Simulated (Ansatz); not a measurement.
Reactions of `O1[SiH2][SiH2][SiH2]1`.

Gas-phase electronic energies from Ansatz, PBE0-D4/def2-TZVP geometries. CCSD(T)/CBS is the MP2 limit (def2-TZVPP, def2-QZVPP) plus CCSD(T) − MP2 in def2-TZVPP, frozen cores. This one scheme is used for every species, atoms too. Functionals use def2-TZVPP. B3LYP here is the variant with VWN-RPA as its local correlation; programs differ in this. No spin–orbit coupling; open shells (•) take unrestricted orbitals. Spin–orbit coupling would lower the free atoms: a little for O, Si. One conformer a species, not always the lowest.

```json
{"reaction": "`O1[SiH2][SiH2][SiH2]1` + `CCO[SiH3]` → `C[SiH]1[SiH2]O[SiH2]1` + `CO[SiH3]`", "CCSD(T)/CBS(def2) (kJ/mol)": "-23"}
{"reaction": "`O1[SiH2][SiH2][SiH2]1` → `[SiH3][SiH]1O[SiH2]1`", "CCSD(T)/CBS(def2) (kJ/mol)": "116"}
{"reaction": "`O1[SiH2][SiH2][SiH2]1` + `NC1CCCC1` → `N[SiH]1[SiH2]O[SiH2]1` + `C1CCCC1`", "CCSD(T)/CBS(def2) (kJ/mol)": "?"}
{"reaction": "`O1[SiH2][SiH2][SiH2]1` → 6 H• + O• + 3 Si•", "CCSD(T)/CBS(def2) (kJ/mol)": "?"}
{"reaction": "`O1[SiH2][SiH2][SiH2]1` → `O[SiH]1[SiH2][SiH2]1`", "CCSD(T)/CBS(def2) (kJ/mol)": "164"}
{"reaction": "`O1[SiH2][SiH2][SiH2]1` + `FC#C[SiH3]` → `[SiH3][SiH]1O[SiH2][SiH2]1` + `C#CF`", "CCSD(T)/CBS(def2) (kJ/mol)": "40"}
```

(1) Fill in the missing values. (Estimate.)

Largest T1 diagnostic: 0.015, for `[SiH3][SiH]1O[SiH2]1`.

Answers

(1) Ansatz gave: `O1[SiH2][SiH2][SiH2]1` + `NC1CCCC1` → `N[SiH]1[SiH2]O[SiH2]1` + `C1CCCC1`: -96.6 kJ/mol; `O1[SiH2][SiH2][SiH2]1` → 6 H• + O• + 3 Si•: +3241.0 kJ/mol.
